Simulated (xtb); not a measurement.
C$_{6}$H$_{13}$O (SMILES [CH2]C(C)CC(C)O), doublet, geometry from GFN2-xTB; GFN2-xTB in xtb.

Input for xtb:
```
$ xtb mol.xyz --gfn 2 --uhf 1 --ohess --json

# file mol.xyz
20

C     -1.38542588    -1.24611741    -1.15825996
C     -1.28164433    -0.78156048     0.23741676
C     -2.06671238     0.50601947     0.47381936
C      0.19691125    -0.64418768     0.66477877
C      0.99828683     0.30993029    -0.22756720
C      2.48991908    -0.02682553    -0.19550963
O      0.77420538     1.63034663     0.22965947
H     -0.80027265    -2.08141567    -1.49289813
H     -2.07632384    -0.79706450    -1.84332604
H     -1.70353196    -1.55905497     0.90184723
H     -3.10700639     0.37285056     0.18530611
H     -2.02943018     0.78485542     1.52377934
H     -1.64076410     1.31922168    -0.10536649
H      0.24804038    -0.27346668     1.68897304
H      0.66252442    -1.62986023     0.62660201
H      0.62825623     0.20941345    -1.26417294
H      3.05285872     0.67585659    -0.80914361
H      2.66086899    -1.02907958    -0.57834581
H      2.86057828     0.03079947     0.82569540
H      1.34255136     2.23061957    -0.26429468
```

What the program printed (banner, timings and long lists left out):

```
   ID    Z sym.   atoms
    1    6 C      1-6
    2    8 O      7
    3    1 H      8-20

           -------------------------------------------------
          |                Calculation Setup                |
           -------------------------------------------------

           -------------------------------------------------
          |                 G F N 2 - x T B                 |
           -------------------------------------------------

          ...................................................
          :                      SETUP                      :
          :.................................................:
          :  # basis functions                  41          :
          :  # atomic orbitals                  41          :
          :  # shells                           27          :
          :  # electrons                        43          :
          :  max. iterations                   250          :
          :  Hamiltonian                  GFN2-xTB          :
          :  restarted?                      false          :
          :  GBSA solvation                  false          :
          :  PC potential                    false          :
          :  electronic temp.          300.0000000     K    :
          :  accuracy                    1.0000000          :
          :  -> integral cutoff          0.2500000E+02      :
          :  -> integral neglect         0.1000000E-07      :
          :  -> SCF convergence          0.1000000E-05 Eh   :
          :  -> wf. convergence          0.1000000E-03 e    :
          :  Broyden damping             0.4000000          :
          :  net charge                          0          :
          :  unpaired electrons                  1          :
          ...................................................

 iter      E             dE          RMSdq      gap      omega  full diag
   1    -23.7116968 -0.237117E+02  0.313E+00    9.68       0.0  T
   2    -23.7527233 -0.410264E-01  0.175E+00    9.64       1.0  T
   3    -23.7536861 -0.962858E-03  0.727E-01    9.73       1.0  T
   4    -23.7542124 -0.526309E-03  0.161E-01    9.49       1.0  T
   5    -23.7543411 -0.128618E-03  0.636E-02    9.51       1.0  T
   6    -23.7543422 -0.115121E-05  0.131E-02    9.52       1.7  T
   7    -23.7543427 -0.501464E-06  0.431E-03    9.52       5.2  T
   8    -23.7543427 -0.240188E-07  0.155E-03    9.52      14.4  T
   9    -23.7543427 -0.230031E-08  0.416E-04    9.52      53.7  T
  10    -23.7543427 -0.186354E-09  0.570E-05    9.52     392.3  T

   *** convergence criteria satisfied after 10 iterations ***

         :::::::::::::::::::::::::::::::::::::::::::::::::::::
         ::                     SUMMARY                     ::
         :::::::::::::::::::::::::::::::::::::::::::::::::::::
         :: total energy             -23.454075350155 Eh    ::
         :: gradient norm              0.000038749986 Eh/a0 ::
         :: HOMO-LUMO gap              9.518946412932 eV    ::
         ::.................................................::
         :: SCC energy               -23.754282451024 Eh    ::
         :: -> isotropic ES            0.028873301009 Eh    ::
         :: -> anisotropic ES          0.006090975647 Eh    ::
         :: -> anisotropic XC          0.010449762606 Eh    ::
         :: -> dispersion             -0.012509258613 Eh    ::
         :: repulsion energy           0.300207100869 Eh    ::
         :: add. restraining           0.000000000000 Eh    ::
         :: total charge              -0.000000000000 e     ::
         :::::::::::::::::::::::::::::::::::::::::::::::::::::

      -----------------------------------------------------------
     |                   =====================                   |
     |                        A N C O P T                        |
     |                   =====================                   |
     |               Approximate Normal Coordinate               |
[...]
 * total energy  :   -23.4540754 Eh     change       -0.8853362E-11 Eh
   *** GEOMETRY OPTIMIZATION CONVERGED AFTER 1 ITERATIONS ***
         :: total energy             -23.454075350164 Eh    ::
[...]
  57:  0.00  58:  0.00  59:  0.00  60:  0.00
 output can be read by thermo (or use thermo option).
 writing <g98.out> molden fake output.
 recommended (thermochemical) frequency scaling factor: 1.0
           -------------------------------------------------
          |             Thermodynamic Functions             |
           -------------------------------------------------

c1  symmetry found (for desy threshold:  0.10E+00) used in thermo

          ...................................................
          :                      SETUP                      :
          :.................................................:
          :  # frequencies                          54      :
          :  # imaginary freq.                       0      :
          :  linear?                             false      :
          :  only rotor calc.                    false      :
          :  symmetry                               c1      :
          :  rotational number                       1      :
          :  scaling factor                  1.0000000      :
          :  rotor cutoff                   50.0000000 cm⁻¹ :
          :  imag. cutoff                  -20.0000000 cm⁻¹ :
          :.................................................:

    mode    ω/cm⁻¹     T·S(HO)/kcal·mol⁻¹    T·S(FR)/kcal·mol⁻¹   T·S(vib)
   ------------------------------------------------------------------------
       1     45.85    -1.48738 ( 41.43%)    -1.08177 ( 58.57%)    -1.24980
       2     92.61    -1.07458 ( 92.17%)    -0.87374 (  7.83%)    -1.05885
       3    139.18    -0.83934 ( 98.36%)    -0.75314 (  1.64%)    -0.83792
       4    179.93    -0.69445 ( 99.41%)    -0.67710 (  0.59%)    -0.69434
       5    196.01    -0.64707 ( 99.58%)    -0.65175 (  0.42%)    -0.64709
       6    217.94    -0.58918 ( 99.72%)    -0.62033 (  0.28%)    -0.58927
       7    278.92    -0.45924 ( 99.90%)    -0.54727 (  0.10%)    -0.45933
   ------------------------------------------------------------------------

   temp. (K)  partition function   enthalpy   heat capacity  entropy
                                   cal/mol     cal/K/mol   cal/K/mol   J/K/mol
 298.15  VIB   559.                 4436.127     28.702     26.597
         ROT  0.273E+06              888.752      2.981     27.854
         INT  0.152E+09             5324.880     31.683     54.452
         TR   0.984E+27             1481.254      4.968     39.735
         TOT                        6806.1335    36.6514    94.1861   394.0747

       T/K    H(0)-H(T)+PV         H(T)/Eh          T*S/Eh         G(T)/Eh
   ------------------------------------------------------------------------
    298.15    0.108463E-01    0.185211E+00    0.447509E-01    0.140460E+00
   ------------------------------------------------------------------------

         :::::::::::::::::::::::::::::::::::::::::::::::::::::
         ::                  THERMODYNAMIC                  ::
         :::::::::::::::::::::::::::::::::::::::::::::::::::::
         :: total free energy         -23.313615252991 Eh   ::
         ::.................................................::
         :: total energy              -23.454075350164 Eh   ::
         :: zero point energy           0.174364695669 Eh   ::
         :: G(RRHO) w/o ZPVE           -0.033904598496 Eh   ::
         :: G(RRHO) contrib.            0.140460097173 Eh   ::
         :::::::::::::::::::::::::::::::::::::::::::::::::::::

optimized geometry written to: xtbopt.xyz

           -------------------------------------------------
          | TOTAL ENERGY              -23.454075350164 Eh   |
          | TOTAL ENTHALPY            -23.268864390417 Eh   |
          | TOTAL FREE ENERGY         -23.313615252991 Eh   |
          | GRADIENT NORM               0.000038798376 Eh/α |
          | HOMO-LUMO GAP               9.518981302604 eV   |
           -------------------------------------------------

normal termination of xtb
```
